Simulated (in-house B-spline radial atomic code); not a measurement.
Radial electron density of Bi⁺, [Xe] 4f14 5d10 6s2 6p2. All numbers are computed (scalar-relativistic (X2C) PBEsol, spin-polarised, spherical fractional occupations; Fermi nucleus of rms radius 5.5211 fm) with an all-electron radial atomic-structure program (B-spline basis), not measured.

One-electron X2C: radii and densities carry no picture-change correction, so inner-shell <1/r> comes out high (for 1s by about 2 % at Z = 33, 5 % at 54, 10 % at 75, 30 % at 118) and <r> low.

Columns: r (bohr), 4πr²n(r) (electrons per bohr), bar.

```
0.000241    3.547 #
0.000302    4.801 #
0.000378    6.452 ##
0.000474    8.646 ##
0.000594    11.52 ###
0.000744    15.25 ####
0.000933     20.1 ######
 0.00117    26.28 #######
 0.00146    33.86 ##########
 0.00183    43.33 ############
  0.0023    54.78 ################
 0.00288    67.73 ###################
 0.00361     81.9 #######################
 0.00452    96.13 ###########################
 0.00567      109 ###############################
  0.0071    118.3 ##################################
  0.0089      122 ###################################
  0.0111    119.5 ##################################
   0.014    111.6 ################################
  0.0175    103.9 #############################
  0.0219    103.1 #############################
  0.0275      115 #################################
  0.0344    136.6 #######################################
  0.0431    155.2 ############################################
  0.0541      155 ############################################
  0.0677    136.5 #######################################
  0.0849    122.8 ###################################
   0.106    132.9 ######################################
   0.133    148.1 ##########################################
   0.167    131.2 #####################################
   0.209    94.66 ###########################
   0.262    85.53 ########################
   0.328    99.23 ############################
   0.412    89.16 #########################
   0.516    55.92 ################
   0.646    33.59 ##########
    0.81    27.02 ########
    1.01    21.66 ######
    1.27    13.64 ####
    1.59     7.49 ##
       2    4.072 #
     2.5    2.254 #
    3.13    1.087 
    3.93   0.3916 
    4.92  0.09872 
    6.16  0.01588 
    7.72 0.001378 
    9.68 5.435e-05
```

On this grid the curve has 4 maxima, near 0.0089, 0.0431, 0.133, 0.328 bohr.

The 6s up radial function P(r) = rR(r), positive near the nucleus:

```
r (bohr)          P
0.000241     0.0202
0.000378    0.02721
0.000594    0.03628
0.000933    0.04775
 0.00146    0.06155
  0.0023    0.07726
 0.00361    0.09192
 0.00567    0.09964
  0.0089    0.08938
   0.014    0.04627
  0.0219   -0.03455
  0.0344    -0.1207
  0.0541    -0.1109
  0.0849    0.06481
   0.133      0.187
   0.209   -0.07703
   0.328    -0.2463
   0.516     0.2371
    0.81     0.2988
    1.27    -0.4639
       2    -0.7918
    3.13    -0.4139
    4.92    -0.0727
    7.72  -0.003118
```
